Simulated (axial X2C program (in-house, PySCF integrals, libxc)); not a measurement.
## Low determinants of LiSn⁻ at the PBE0 level, two-component

Calculated with an in-house relativistic program for diatomic molecules. Two-component (2c) means X2C with spin–orbit coupling and atomic mean-field two-electron Coulomb and Gaunt terms. Basis: Sn dyall-acv3z [12s13p10d5f1g], Li dyall-av3z [9s9p3d] (cores contracted in-house); Gaussian nuclei, density fitting, unrestricted open shells. Masses: Sn 119.902 u, Li 7.016 u.

Search at 2.730 Å (vertical energies from the lowest determinant):

| ΔE (eV) | state | electrons beyond evenly filled partner blocks | electrons in ±ω = 1/2, 3/2, 5/2, 7/2 |
| --- | --- | --- | --- |
| 0.00 | Ω = 1 | ω = -1/2, ω = 3/2 | 35 15 4 0 |
| 0.28 | Ω = 2 | ω = 1/2, ω = 3/2 | 35 15 4 0 |
| 0.52 | Ω = 0 | none | 36 14 4 0 |
| 0.78 | Ω = 1 | 2 × ω = 1/2 | 36 14 4 0 |
| 0.82 | Ω = 0 | 3 × ω = 1/2, ω = -3/2 | 35 15 4 0 |
| 0.87 | Ω = 0 | none | 34 16 4 0 |
| 1.10 | Ω = 3 | 2 × ω = 3/2 | 34 16 4 0 |

Lowest determinant, Ω = 1 (⟨Sz⟩ = 0.98, ⟨Lz⟩ = 0.02 at PBE0): Re = 2.782 Å, ωe = 276.8 cm⁻¹.

The determinant in row 2 of the search, Ω = 2 (⟨Sz⟩ = 1.97, ⟨Lz⟩ = 0.03 at PBE0), was followed along the bond at PBE0; measured from the minimum of the lowest determinant it gives:

Te = 0.275 eV (2215 cm⁻¹), Re = 2.802 Å, ωe = 250.8 cm⁻¹.

Compare the bond of the determinant in row 2 with that of the lowest one.

At PBE0 its Re is 0.020 Å longer and its force constant, which goes as ωe², is 0.82 times that of the lowest determinant. T0 ≈ Te + Δωe/2 = 2215 + (-13) = 2202 cm⁻¹.

The search compares states at one distance, so a state with another bond length can lie lower; it is not exhaustive and yields mostly the lowest determinant of each block pattern, so other components and higher states of one pattern are missing. These are energies of single determinants, not of spin-adapted states; PBE0 term energies can be off by some tenths of an eV, and the functional has no current term. Open-shell Ω = 0 determinants with evenly filled partner blocks cannot be reached by this program, so the Ω shown need not be the lowest component. The lowest determinant need not be the ground state where others lie within half an eV. For an anion, determinants above electron detachment are held by the basis set. The highest occupied level of some functionals is positive through self-interaction error; at Hartree–Fock it is bound. Row 1 has a positive highest level at its minimum. Row 2 has a positive highest level at its minimum.
